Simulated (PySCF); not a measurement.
C3H10B2O2, SMILES CB(C)CB(O)O (GFN2-xTB optimised geometry):

```
17

B      0.855    -0.493     0.000
O      2.203    -0.493     0.000
O      0.217    -1.699     0.011
C      0.069     0.906     0.000
B     -0.655     1.068     1.386
C     -2.055     0.376     1.647
C      0.047     1.868     2.550
H      2.594    -1.368     0.010
H     -0.736    -1.661     0.048
H     -0.640     0.886    -0.828
H      0.789     1.699    -0.191
H     -2.594     0.089     0.746
H     -2.717     1.003     2.242
H     -1.899    -0.531     2.234
H      1.128     1.753     2.535
H     -0.146     2.934     2.419
H     -0.312     1.607     3.543
```

Computed with B3LYP/def2-SVP run with PySCF 2.14.0.

Problem. What are the frontier orbital energies and the dipole moment?

Solution. HOMO-2 -8.72 eV, HOMO-1 -8.22 eV, HOMO -7.97 eV, LUMO -0.41 eV, LUMO+1 0.96 eV; dipole moment 1.24 D.

On the same geometry PBE/def2-SVP run with PySCF 2.14.0 gives HOMO-2 -7.29 eV, HOMO-1 -6.99 eV, HOMO -6.78 eV, LUMO -1.17 eV, LUMO+1 0.44 eV; dipole moment 1.21 D.

Meta-Löwdin charges at B3LYP/def2-SVP: B1 0.44, O2 -0.48, O3 -0.50, C4 -0.41, B5 0.27, C6 -0.41, C7 -0.41, H8 0.33, H9 0.33, H10 0.11, H11 0.11, H12 0.09, H13 0.11, H14 0.11, H15 0.11, H16 0.12, H17 0.09.
